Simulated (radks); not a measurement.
Results of a calculation; reference values are marked as such.
Numerical settings for the hafnium ion Hf+, [Xe] 4f14 5d1 6s2. Level of theory: scalar-relativistic Kohn-Sham, PBEsol, spin-polarised, spherical densities, finite nucleus; open shells are filled with parallel spins first (spin-orbit coupling, left out, can overturn this in heavy ions); Fermi nuclear charge, rms radius 5.347 fm (a radial shooting solver on a logarithmic mesh with Libxc functionals). The defaults (mesh step 0.008 in ln r, mesh end at 40 bohr or more with all orbitals vanishing there, Anderson mixing 0.5 over 9 steps, residual threshold near 1e-9 with the energy settled to 1e-9 hartree or 1e-11 of itself, here a cap of 51 iterations) give E = -15071.3742 hartree and 5d at -11.036 eV in 16 iterations. Run on one thread of a shared host, so times are rough (Arm Neoverse N1): 0.4 s of CPU time, 0.4 s wall, 16 iterations on 2360 mesh points. Changes against that run (0 stands for a change within the tolerance of the run):

setting,iterations,converged,E (mhartree),e(5d) (meV),CPU (s)
mesh step in ln r 0.03,16,yes,+0.00162,0,0.13
mesh step in ln r 0.005,16,yes,0,0,0.62
mesh step in ln r 0.012,16,yes,0,0,0.28
mesh end (bohr) 8,16,yes,+1.63,+70.2,0.38
mesh end (bohr) 1,14,level above zero,+2.9e+05,+6.94e+05,0.27
residual threshold 1e-13,27,yes,0,0,0.52
residual threshold 1e-16,51,no,0,0,0.68
mixing 0.01,51,no,0,0,1.1
"linear mixing, mixing 1",51,no,+2.89e+05,-8.37e+05,3.1
"linear mixing, mixing 0.5",41,yes,0,0,0.84
mixing history 2,29,yes,0,0,0.61
iteration cap 5,5,no,+30.3,+600,0.15

Settled on a wrong energy, with an occupied level pushed above zero by the early mesh end: mesh end (bohr) 1 (+290 hartree). Apart from these: settings that end as converged yet miss the energy by more than 1 mhartree: mesh end (bohr) 8 (+0.00163 hartree). A mesh that ends early acts as a hard wall.
